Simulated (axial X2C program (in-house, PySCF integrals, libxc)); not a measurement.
## Outer orbitals of AgH⁻ at 1.702 Å, PBE0

Calculated with an in-house all-electron X2C program for linear molecules (integrals from PySCF). Spin-free means the one-electron spin-free X2C Hamiltonian; two-component (2c) means X2C with spin–orbit coupling and atomic mean-field two-electron Coulomb and Gaunt terms, so the difference of the two also holds small scalar two-electron terms. Basis: Ag dyall-acv3z [13s13p9d5f3g], H dyall-av3z [7s3p2d] (cores contracted in-house); Gaussian nuclei, density fitting, unrestricted open shells. Masses: Ag 106.905 u, H 1.008 u.

The distance is close to the 2c PBE0 minimum; the highest filled and lowest empty levels are listed.

Spin-free orbitals, state M_S = 1/2, Λ = 0 (beyond evenly filled blocks: σα) (Löwdin shares):

```csv
symmetry,occupied,ε (eV),atomic character
σα,yes,-5.51,"72% Ag d, 22% H s, 3% Ag s"
σβ,yes,-5.21,"76% Ag d, 19% H s"
π+α,yes,-4.35,97% Ag d
π-α,yes,-4.35,97% Ag d
π+β,yes,-4.28,97% Ag d
π-β,yes,-4.28,97% Ag d
δ-α,yes,-4.28,100% Ag d
δ+α,yes,-4.28,100% Ag d
δ+β,yes,-4.25,100% Ag d
δ-β,yes,-4.25,100% Ag d
σα,yes,-2.17,"39% H s, 32% Ag s, 23% Ag d"
σβ,yes,-1.88,"40% H s, 34% Ag s, 19% Ag d"
σα,yes,0.76,"53% Ag p, 33% Ag s, 7% H s"
σα,no,1.79,"88% Ag p, 10% Ag s"
π-α,no,1.80,100% Ag p
π+α,no,1.80,100% Ag p
σα,no,2.12,"85% Ag s, 12% Ag p"
σβ,no,2.12,"65% Ag p, 34% Ag s"
```

The highest filled level is positive, so this functional does not bind it, and the empty levels of an anion are set by the basis.

Spinors with spin–orbit coupling (state Ω = 1/2):

```csv
ω,occupied,ε (eV),atomic character,λ mixture
1/2,yes,-5.56,"74% Ag d, 21% H s, 3% Ag s","96% σ, 4% π"
-1/2,yes,-5.28,"78% Ag d, 17% H s","92% σ, 8% π"
-3/2,yes,-4.62,99% Ag d,"80% δ, 20% π"
3/2,yes,-4.62,99% Ag d,"73% δ, 27% π"
-1/2,yes,-4.41,"94% Ag d, 2% H s","92% π, 8% σ"
1/2,yes,-4.37,95% Ag d,"96% π, 4% σ"
3/2,yes,-4.12,98% Ag d,"73% π, 27% δ"
-3/2,yes,-4.07,98% Ag d,"80% π, 20% δ"
5/2,yes,-4.07,100% Ag d,100% δ
-5/2,yes,-4.04,100% Ag d,100% δ
1/2,yes,-2.16,"38% H s, 32% Ag s, 24% Ag d",100% σ
-1/2,yes,-1.88,"40% H s, 34% Ag s, 19% Ag d",100% σ
1/2,yes,0.76,"53% Ag p, 33% Ag s, 7% H s",100% σ
1/2,no,1.79,"88% Ag p, 10% Ag s",100% σ
-1/2,no,1.80,100% Ag p,100% π
3/2,no,1.80,100% Ag p,100% π
1/2,no,2.12,"86% Ag s, 12% Ag p",100% σ
-1/2,no,2.12,"68% Ag p, 31% Ag s",100% σ
```

The highest filled level is positive, so this functional does not bind it, and the empty levels of an anion are set by the basis.

Mulliken charges and populations of the two-component result (they depend on the basis, above all on diffuse functions):

Ag -0.73 e (s 9.36 p 18.49 d 19.88), H -0.27 e (s 1.22 p 0.04 d 0.01). ⟨Lz⟩ = 0.00 ħ and ⟨Sz⟩ = 0.50 ħ (0.43 and 0.07 on the two atoms), which add up to Ω.

Occupations by symmetry block were frozen at the best pattern of an incomplete PBE0 search. Density functionals use the spin component along the axis (collinear). The highest occupied level of some functionals is positive through self-interaction error; at Hartree–Fock it is bound.
